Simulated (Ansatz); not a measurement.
Reaction (redistribution): `C[O][Ge]([OH])([F])[Cl]` + `O[SiH2][SiH](O)Cl` → `[OH][Ge]([F])([Cl])[Cl]` + `CO[SiH](O)[SiH2]O`

Program: Ansatz. Geometries: PBE0-D4/def2-TZVP. ΔE: electronic, gas phase. CCSD(T)/CBS is the MP2 limit (def2-TZVPP, def2-QZVPP) plus CCSD(T) − MP2 in def2-TZVPP, frozen cores. For Ge outer-core shells are correlated without core-valence functions, which leaves a few kJ/mol of doubt a bond. Scalar relativity is left out up to krypton. Each species was taken in one conformer, which may not be the lowest.

`C[O][Ge]([OH])([F])[Cl]`:

Cartesian coordinates in Å:
```
C -0.174 -1.381 0.899
O 0.482 -0.154 0.617
Ge -0.069 0.874 -0.677
O 1.003 2.238 -0.797
F -0.049 -0.036 -2.138
Cl -2.059 1.539 -0.441
H -1.219 -1.221 1.181
H -0.134 -2.062 0.044
H 0.349 -1.839 1.739
H 1.869 2.043 -0.426
```

`O[SiH2][SiH](O)Cl`:

Z-matrix (Å, degrees):
```
Si
Si 1 2.348
O 1 1.650 2 106.6
H 1 1.483 2 112.4 3 -118.5
H 1 1.491 2 109.2 3 121.1
Cl 2 2.066 1 111.9 3 89.7
O 2 1.649 1 101.2 3 -27.6
H 2 1.486 1 117.8 3 -148.8
H 3 0.960 1 115.5 2 27.5
H 7 0.960 2 118.9 1 178.4
```

`[OH][Ge]([F])([Cl])[Cl]`:

Cartesian coordinates in Å:
```
O 0.623 -0.714 -1.086
Ge -0.167 0.264 0.118
F -1.794 -0.249 0.299
Cl 0.730 0.067 2.024
Cl -0.170 2.250 -0.561
H 0.779 -1.618 -0.794
```

`CO[SiH](O)[SiH2]O`:

Cartesian coordinates in Å:
```
C -1.976 0.907 -0.236
O -0.775 0.860 -0.974
Si 0.256 -0.418 -0.936
O 1.316 -0.278 -2.179
Si 1.561 -0.425 1.013
O 0.458 -0.276 2.245
H -1.780 1.009 0.836
H -2.548 1.773 -0.574
H -2.581 0.006 -0.395
H -0.576 -1.656 -1.062
H 0.961 -0.254 -3.070
H 2.353 -1.682 1.160
H 2.536 0.705 1.030
H 0.794 -0.271 3.142
```

```json
{"level": "SCS-MP2/def2-TZVPP", "ΔE (kJ/mol)": "-18.1"}
{"level": "MP2/CBS(def2)", "ΔE (kJ/mol)": "-15.5"}
```

What does CCSD(T)/CBS give? (Best estimate.)

Ansatz gave: -16.6 kJ/mol. The listed levels differ from it by -1.5, 1.1 kJ/mol.

Largest T1 diagnostic among the species: 0.012.

In def2-TZVPP, CCSD(T) changes the Hartree–Fock value by +6.5 kJ/mol (the triples alone add +1.2 kJ/mol) and MP2 by +7.5 kJ/mol.
